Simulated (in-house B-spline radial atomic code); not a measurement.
The numbers below are computed, except where a source is named.
C ion on Ti atom: potential, deflection and energy transfer

The pair potential comes from two frozen, spherical free-atom densities (PBE, B-spline radial code, scalar-relativistic past argon): electrostatics plus the change in Thomas-Fermi kinetic and Dirac exchange energy where they overlap, the recipe behind the universal ZBL potential, which averages such potentials (from solid-state densities) over many pairs. It is written V = (Z1 Z2 e²/r) φ(r/a), with e² = 14.3996 eV·Å and a = 0.46850 Å/(Z1^0.23 + Z2^0.23); ZBL's fit is φ = 0.18175 e^(−3.1998x) + 0.50986 e^(−0.94229x) + 0.28022 e^(−0.4029x) + 0.02817 e^(−0.20162x). Where φ falls below 4e-4 it is continued as an exponential.

Masses 12.01 and 47.87 u.

```
x = r/a  φ, this pair    φ, ZBL
    0.1        0.8976    0.8928
    0.5        0.6383    0.6096
    1.5        0.3297    0.2995
      3        0.1542    0.1292
      5       0.06419   0.05224
      8       0.02053   0.01705
     12      0.005179   0.00474
     17     0.0008134  0.001212
```

(1) At x = 2 the electrostatic, kinetic and exchange parts are 1185.31, 676.38 and -60.3 eV. Find r, V and φ.

(2) The ion comes in at 0.18 keV with impact parameter 0.2642 Å. The scattering integral gives a centre-of-mass angle of 123.9° and a closest approach of 5.633 a. What are the reduced energy, the energy passed on and the laboratory angles?

Results:

(1) a = 0.46850/(1.5100 + 2.0359) = 0.13212 Å, so r = 0.26425 Å. V = 1185.31 + 676.38 + (-60.3) = 1801.39 eV. The bare repulsion is 6 × 22 × 14.3996/0.26425 = 7193 eV, so φ = 0.2504, +12.9 % against ZBL's 0.2218. The kinetic (Pauli) term is 38 % of V here.

(2) ε = E a M2/(Z1 Z2 e² (M1 + M2)) = 180 × 5.5570e-05 = 0.01. The most that one collision can pass on is γE with γ = 4 M1 M2/(M1 + M2)² = 0.6414. Here T = γE sin²(θ/2) = 0.6414 × 180 × 0.7791 = 89.91 eV. The ion turns by arctan(sin θ/(cos θ + M1/M2)) = 110.3° (second quadrant: it bounces back), and the struck atom leaves at (180° − θ)/2 = 28.0°. The closest approach is 0.744 Å. With ZBL the angle would be 119.98° and T = 86.54 eV.
